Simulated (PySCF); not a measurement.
Start geometry of `[C](/C=C)=C\N([SiH3])[SiH3]` [radical] from GFN2-xTB (Å):
```
atom  x, y, z in Å
C1     2.8244   -0.5202   -1.4661
C2     2.2142   -0.9741   -0.3242
C3     1.2561   -0.3026    0.3540
C4     0.3978    0.3836    1.0414
N5    -0.9901    0.3276    0.8785
Si6   -1.9466    1.4529    1.8007
Si7   -1.5354   -0.7905   -0.3504
H8     3.5719   -1.1072   -1.9670
H9     2.5684    0.4345   -1.8906
H10    2.5111   -1.9457    0.0625
H11    0.7321    1.0604    1.8250
H12   -1.7607    2.8102    1.2716
H13   -3.3310    1.0156    1.6853
H14   -1.4723    1.3983    3.1869
H15   -1.0550   -2.1262    0.0071
H16   -2.9925   -0.7172   -0.3240
H17   -1.0065   -0.3755   -1.6510
```

Task: What comes out of this run: PySCF, PBE0-D3(BJ)/def2-SVP geometry optimisation, gas phase?

Result: 
```
atom  x, y, z in Å
C1     2.9070   -0.5232   -1.4838
C2     2.2718   -0.9709   -0.3295
C3     1.3004   -0.3011    0.3440
C4     0.4174    0.3834    1.0381
N5    -0.9816    0.3321    0.8825
Si6   -1.9646    1.4571    1.8074
Si7   -1.5861   -0.7891   -0.3378
H8     3.6729   -1.1322   -1.9680
H9     2.6503    0.4409   -1.9283
H10    2.5703   -1.9533    0.0650
H11    0.7801    1.0579    1.8311
H12   -1.8426    2.8627    1.3082
H13   -3.3830    1.0171    1.7000
H14   -1.5164    1.4410    3.2334
H15   -1.1553   -2.1824   -0.0187
H16   -3.0733   -0.6886   -0.3076
H17   -1.0812   -0.4272   -1.6963
```

The energy falls by 0.139 eV over 8 energy and gradient evaluations, the largest force component goes from 0.0149 to 1.8e-04 Eh/bohr, and the atoms move by 0.074 Å rms after alignment. Among the bonds, Si6–H13 and Si7–H16 change most and about equally (+0.032 to +0.033 Å). Bonds longer at the end by more than 0.005 Å: 16 of 16; shorter: 0. Among the angles that change most is N5–Si6–H12, from 109.7° to 112.3°. Rotational constants go from 3354, 919.0, 767.8 to 3269, 888.4, 742.5 MHz. The orientation of the end geometry is arbitrary; only internal coordinates are fixed.

The run used 156 basis functions and 64 SCF cycles in all.

Whether it is a minimum is left open (no frequencies). ⟨S²⟩ = 0.791 (exact for a doublet: 0.75).

One conformer stands for the species.
